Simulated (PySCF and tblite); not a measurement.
Results of a calculation; reference values are marked as such.
System: C₅H₂N₂O₂, numbered as in [N:1]#[C:2][C:3](=[O:4])/[CH:5]=[C:6](/[OH:7])[C:8]#[N:9].

For the rotation about the C6–O7 bond (torsion C5–C6–O7–H from -180° to 0°, rising): electronic barrier 7.15 kcal/mol, zero-point change -0.87 kcal/mol, thermal and entropy terms at 350 K a further 0.01 kcal/mol (symmetry numbers apart). The minimum is Cs, the saddle C1. Level: PBE0/pcSseg-1 + D3(BJ) on GFN2-xTB stationary points, with GFN2-xTB thermal terms. Rate constants are transition-state-theory values, counting equivalent paths, without tunnelling. Programs: tblite and PySCF.

**Question.** How many equivalent paths lead out of the minimum?

**Answer.** 2: the symmetry number of the minimum is 1, that of the saddle displaced along its mode 1, and the displaced saddle is chiral while the minimum is not, which doubles the count.

**Question.** Work out the rate at 350 K.

**Answer.** ΔG‡ = 6.29 kcal/mol; k_B T/h = 7.3×10¹² s⁻¹; exp(−ΔG‡/RT) = 0.00012; times 2 gives k = 1.7×10⁹ s⁻¹. Wigner's tunnelling factor for the 563i cm⁻¹ mode would be 1.22.
